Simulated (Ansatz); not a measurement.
The molecule CoCl, multiplicity 5 (not the ground state: that is measured with 2S+1 = 3). No spin–orbit coupling. Co is treated without relativity.

Constants: fifth-degree fit in 1/R to seven points, most abundant isotopes. Runs in def2 and cc sets follow the lowest solution found near the PBE0 minimum.

Codes used: Ansatz (Gaussian orbitals). Each number belongs to the level named beside it.

Energies at wB97X-V/def2-TZVPP:

```json
[
 {"R (Å)": "2.017014", "E (hartree)": "-1842.74997422"},
 {"R (Å)": "2.071235", "E (hartree)": "-1842.75406894"},
 {"R (Å)": "2.121118", "E (hartree)": "-1842.75599226"},
 {"R (Å)": "2.177507", "E (hartree)": "-1842.75645318"},
 {"R (Å)": "2.233897", "E (hartree)": "-1842.75546313"},
 {"R (Å)": "2.298962", "E (hartree)": "-1842.75292435"},
 {"R (Å)": "2.374871", "E (hartree)": "-1842.74855824"}
]
```

Problem. With a reduced mass of 21.9466 u, find the minimum, the force constant and the constants.

Solution. A fifth-degree polynomial in 1/R puts the minimum at r_e = 2.1653 Å with force constant 209 N/m. Then ω_e = (1/2πc)√(k/μ) = 402 cm⁻¹ and B_e = h/(8π²cμr_e²) = 0.1638 cm⁻¹; the cubic and quartic terms give α_e = 0.00082 and ω_e x_e = 1.4 cm⁻¹.

Ansatz is a first-principles code.
